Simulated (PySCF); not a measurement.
The dipole of `C=CCC1=CC=CBC=C1` from its density and from atomic charges.

Coordinates (PBE0-D3(BJ)/def2-SVP, Å) and charges (e) from the PBE0/pcSseg-1 density (PySCF):

```tsv
atom	x	y	z	Mulliken	IAO	Hirshfeld	ESP-fitted
C1	3.492	0.986	0.018	-0.1579	-0.3139	-0.0989	-0.5659
C2	2.526	0.099	0.259	-0.2183	-0.1276	-0.0343	+0.0633
C3	1.578	-0.448	-0.767	-0.1000	-0.2598	-0.0659	-0.3581
C4	0.126	-0.167	-0.425	-0.3112	+0.0315	+0.0280	+0.1880
C5	-0.690	-1.244	-0.148	-0.0663	-0.1407	-0.0342	-0.1956
C6	-2.064	-1.314	0.206	-0.0737	-0.0951	-0.0202	-0.0462
C7	-2.988	-0.310	0.367	-0.2923	-0.2309	-0.0999	-0.2781
B8	-2.783	1.192	0.207	+0.3892	+0.0028	+0.0680	+0.2705
C9	-1.440	1.820	-0.162	-0.2725	-0.2234	-0.0951	-0.2575
C10	-0.234	1.216	-0.417	+0.0082	-0.0987	-0.0218	-0.1342
H11	3.665	1.385	-0.987	+0.1163	+0.1409	+0.0453	+0.2252
H12	4.149	1.344	0.815	+0.1271	+0.1525	+0.0491	+0.2064
H13	2.380	-0.271	1.282	+0.1111	+0.1443	+0.0443	+0.1084
H14	1.723	-1.536	-0.856	+0.1338	+0.1462	+0.0474	+0.1367
H15	1.815	-0.011	-1.752	+0.1368	+0.1459	+0.0472	+0.1413
H16	-0.197	-2.220	-0.213	+0.0931	+0.1429	+0.0456	+0.1300
H17	-2.413	-2.343	0.366	+0.1038	+0.1461	+0.0479	+0.1170
H18	-3.989	-0.666	0.644	+0.1150	+0.1486	+0.0417	+0.1251
H19	-3.731	1.929	0.386	-0.0541	-0.0046	-0.0774	-0.1465
H20	-1.404	2.914	-0.241	+0.1146	+0.1495	+0.0424	+0.1252
H21	0.609	1.879	-0.653	+0.0974	+0.1434	+0.0405	+0.1449
```

Task: What dipole does each set of charges give (1 e·Å = 4.803 D), and what does the density give?

Result: The full density gives (2.10, -1.35, -0.41) D, 2.53 D in size; dipole vectors point from the negative to the positive end.

```json
{"scheme": "Mulliken", "μx": "0.71", "μy": "0.71", "μz": "-0.41", "size (D)": "1.09", "share of the full size (%)": "43", "angle to the full dipole (°)": "75"}
{"scheme": "IAO", "μx": "2.05", "μy": "-1.39", "μz": "-0.39", "size (D)": "2.51", "share of the full size (%)": "99", "angle to the full dipole (°)": "1"}
{"scheme": "Hirshfeld", "μx": "1.87", "μy": "-1.16", "μz": "-0.35", "size (D)": "2.23", "share of the full size (%)": "88", "angle to the full dipole (°)": "1"}
{"scheme": "ESP-fitted", "μx": "2.10", "μy": "-1.37", "μz": "-0.45", "size (D)": "2.55", "share of the full size (%)": "100", "angle to the full dipole (°)": "1"}
```

Task: Which set comes closest?

Result: Length of the difference vector: ESP-fitted 0.04 D, IAO 0.07 D, Hirshfeld 0.31 D, Mulliken 2.49 D. Closest: ESP-fitted. The schemes that divide the density aren't constrained to reproduce the dipole.

Task: What is left for the Hirshfeld atoms' own dipoles?

Result: The shares of the density sum to the whole, so what Σ q r misses lies in dipoles about the nuclei. The atomic dipoles sum to (2.10, -1.35, -0.41) − (1.87, -1.16, -0.35) = (0.23, -0.19, -0.06) D, 0.31 D in size.

Task: With the origin at the mean of the coordinates, (0.006, 0.202, -0.098) Å, which are the largest single terms, by size, of the ESP-fitted dipole along the direction of the full one?

Result: C1 -6.67, B8 -3.76, C7 +3.05, C3 -3.03, H19 +2.89 D; all 21 atoms together +2.55 D. The single terms depend on the origin, their sum doesn't.

Task: Give the size of the full dipole in other units.

Result: 2.53 D = 0.997 au = 0.528 e·Å = 8.45 × 10⁻³⁰ C·m.

The structure is a single PBE0-D3(BJ)/def2-SVP conformer in the gas phase; no vibrational or solvent corrections.

Conformer computed: `[CH2:1]=[CH:2][CH2:3][C:4]1=[CH:5][CH:6]=[CH:7][BH:8][CH:9]=[CH:10]1`: C1–C2–C3–C4 -121°, C2–C3–C4–C5 -115°.
